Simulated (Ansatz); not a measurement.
Molecule: C5H11S, net charge 0, doublet state. It need not be the lowest isomer of its formula. 
Structure (B3LYP-D3(BJ)/def2-TZVP (Ansatz, a first-principles code) minimum search):
SMILES: [CH2]CCSCC
```xyz
17

C     -2.5985     0.1492     0.2034
C     -1.4837    -0.4592     0.9678
C     -0.4413    -1.1812     0.1113
S      0.3912    -0.1571    -1.1440
C      1.1967     1.1160    -0.1198
C      2.2500     0.5905     0.8446
H     -2.4656     0.4268    -0.8324
H     -3.5143     0.4324     0.7030
H     -0.9737     0.3048     1.5761
H     -1.8757    -1.1736     1.7027
H      0.3085    -1.6530     0.7469
H     -0.9163    -1.9729    -0.4705
H      1.6476     1.7877    -0.8521
H      0.4319     1.6900     0.4057
H      1.8112    -0.0648     1.5982
H      2.7312     1.4190     1.3704
H      3.0167     0.0262     0.3129
```
Charge 0, spin multiplicity 2.

Quantity: atomisation energy (electronic, to ground-state atoms), in kJ/mol. Valence correlation only, unless marked. UHF or UKS for open shells. No spin-orbit coupling. Non-relativistic. The coupled-cluster limit lacks core correlation, which all-electron functionals hold. Basis-set limits of correlation are two-point, X^-3; Hartree-Fock from the larger set. [CCSD(T)-MP2]/basis is that difference in the basis named.

| level | program | atomisation energy (kJ/mol) | minus last row |
|---|---|---|---|
| HF/cc-pV(Q+d)Z | Ansatz | 4858.8 | -1598.2 |
| BLYP-D4/def2-TZVPD | Ansatz + dftd4 | 6424.9 | -32.1 |
| B3LYP/def2-TZVPD | Ansatz | 6401.8 | -55.2 |
| PBE0/STO-3G | Ansatz | 7814.9 | 1357.9 |
| PBE0-D3(BJ)/def2-TZVPD | Ansatz + dftd3 | 6518.4 | 61.4 |
| r2SCAN0-D4/def2-TZVPD | Ansatz + dftd4 | 6431.7 | -25.3 |
| wB97X-V/def2-TZVPD | Ansatz | 6467.5 | 10.5 |
| PBE-QIDH/def2-TZVPD | Ansatz | 6431.9 | -25.1 |
| SCS-MP2/6-31G | Ansatz | 5542.6 | -914.4 |
| RI-MP2/CBS(cc-pV(T+d)Z,cc-pV(Q+d)Z)+[CCSD(T)-MP2]/cc-pV(T+d)Z | Ansatz | 6457.0 | 0.0 |
